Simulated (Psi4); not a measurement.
Psi4 input (wB97X-D/6-31G*):

```
memory 1500 MB

molecule {
-1 1
O    -0.07521400   -0.05299000   -0.00809000
B    -1.19026900   -0.82928500   -0.07769100
H    -1.64039300   -0.92466300    1.07404900
B     1.02759800    0.68983500   -0.07425800
H     0.94227000    1.87802400   -0.28278900
H     2.11318500    0.16781000    0.03320300
symmetry c1
no_reorient
no_com
}

set {
  basis 6-31G*
  reference rks
  scf_type pk
  dft_radial_points 99
  dft_spherical_points 590
  e_convergence 1e-8
  d_convergence 1e-7
  maxiter 150
}

e = energy('wb97x-d')
print_out(f'\nFINAL {e:.10f} DIPOLE {variable("CURRENT DIPOLE")[0]:.6f} {variable("CURRENT DIPOLE")[1]:.6f} {variable("CURRENT DIPOLE")[2]:.6f}\n')
```

From the output:

```
      Ntotal   =   21.9999999248 ; deviation = -7.519e-08

    Orbital Energies [Eh]
    ---------------------

    Doubly Occupied:

       1A    -19.094018     2A     -6.660118     3A     -6.609877
       4A     -0.912723     5A     -0.487777     6A     -0.326342
       7A     -0.303563     8A     -0.286787     9A     -0.210418
      10A     -0.173796    11A      0.026244

    Virtual:

      12A      0.268525    13A      0.309441    14A      0.419053
      15A      0.427536    16A      0.498384    17A      0.513392
      18A      0.536095    19A      0.673656    20A      0.693233
      21A      0.723703    22A      0.766130    23A      0.781469
      24A      0.821422    25A      0.834461    26A      1.115786
      27A      1.171013    28A      1.186158    29A      1.213792
      30A      1.322300    31A      1.408842    32A      1.505141
      33A      1.511984    34A      1.600387    35A      1.622991
      36A      1.726829    37A      1.771043    38A      1.874538
      39A      1.962251    40A      2.088160    41A      2.103647
      42A      2.153093    43A      2.174083    44A      2.248395
      45A      2.339919    46A      2.822298    47A      2.862741
      48A      3.533574    49A      3.783886    50A      3.876043
      51A      4.355585

    Final Occupation by Irrep:
              A
    DOCC [    11 ]
    NA   [    11 ]
    NB   [    11 ]

  @RKS Final Energy:  -126.64444536325269

   => Energetics <=

    Nuclear Repulsion Energy =             51.6030431019917302
    One-Electron Energy =                -278.0661381321615409
    Two-Electron Energy =                 112.1395595125814424
    DFT Exchange-Correlation Energy =     -12.3199451536060902
    Empirical Dispersion Energy =          -0.0009646920582235
    VV10 Nonlocal Energy =                  0.0000000000000000
    Total Energy =                       -126.6444453632526859

Computation Completed

Properties will be evaluated at   0.000000,   0.000000,   0.000000 [a0]

Properties computed using the SCF density matrix

 Multipole Moments:

 ------------------------------------------------------------------------------------
     Multipole            Electronic (a.u.)      Nuclear  (a.u.)        Total (a.u.)
 ------------------------------------------------------------------------------------

 L = 1.  Multiply by 2.5417464519 to convert [e a0] to [Debye]
 Dipole X            :          1.0319364           -0.0000094            1.0319269
 Dipole Y            :          0.7946292            0.0000019            0.7946311
 Dipole Z            :          0.4768855           -0.0000038            0.4768818
 Magnitude           :                                                    1.3869852

 ------------------------------------------------------------------------------------

FINAL -126.6444453633 DIPOLE 1.031927 0.794631 0.476882

*** Psi4 exiting successfully. Buy a developer a beer!
```

The dipole moment of an ion depends on the origin.

The geometry given is a B3LYP-D3(BJ)/def2-TZVP minimum.
